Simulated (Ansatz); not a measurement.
Calculated with Ansatz (gas phase, PBE0-D4/def2-TZVP geometries, no zero-point term in ΔE). CBS: MP2 limit from def2 TZ/QZ plus the TZ coupled-cluster correction, frozen cores. This one scheme is used for every species. DFT in def2-TZVPP. B3LYP here is the variant with VWN-RPA as its local correlation; programs differ in this. For Se outer-core shells are correlated without core-valence functions, which leaves a few kJ/mol of doubt a bond. Scalar relativity is left out up to krypton. Each species was taken in one conformer, which may not be the lowest.

`[CH3][AlH][Se]C` + `N#C[SiH](F)Cl` → `[CH3][AlH][C]#N` + `C[Se][SiH](F)Cl`  (redistribution)

```json
{"level": "BLYP-D4", "ΔE (kJ/mol)": "9.3", "difference from CCSD(T)/CBS": "-1.3"}
{"level": "r2SCAN-D4", "ΔE (kJ/mol)": "11.5", "difference from CCSD(T)/CBS": "0.9"}
{"level": "BHLYP-D4", "ΔE (kJ/mol)": "9.5", "difference from CCSD(T)/CBS": "-1.1"}
{"level": "revPBE", "ΔE (kJ/mol)": "11.3", "difference from CCSD(T)/CBS": "0.7"}
{"level": "BLYP", "ΔE (kJ/mol)": "12.0", "difference from CCSD(T)/CBS": "1.4"}
{"level": "B3LYP", "ΔE (kJ/mol)": "11.7", "difference from CCSD(T)/CBS": "1.1"}
{"level": "r2SCAN0", "ΔE (kJ/mol)": "11.2", "difference from CCSD(T)/CBS": "0.6"}
{"level": "LC-ωPBE", "ΔE (kJ/mol)": "8.9", "difference from CCSD(T)/CBS": "-1.7"}
{"level": "HF/def2-TZVPP", "ΔE (kJ/mol)": "12.8", "difference from CCSD(T)/CBS": "2.2"}
{"level": "HF/CBS(def2)", "ΔE (kJ/mol)": "12.3", "difference from CCSD(T)/CBS": "1.7"}
{"level": "CCSD(T)/CBS", "ΔE (kJ/mol)": "10.6", "difference from CCSD(T)/CBS": "0"}
```

Largest T1 diagnostic among the species: 0.012.

Leaving LDA and LC-ωPBE aside and taking each functional with its dispersion term where it has one, the values, not all of them listed here, spread over 4.5 kJ/mol, from ωB97X-V to B2PLYP. At CCSD(T), def2-SVP lies +8.8 kJ/mol from the extrapolated value and def2-TZVPP +3.7 kJ/mol.
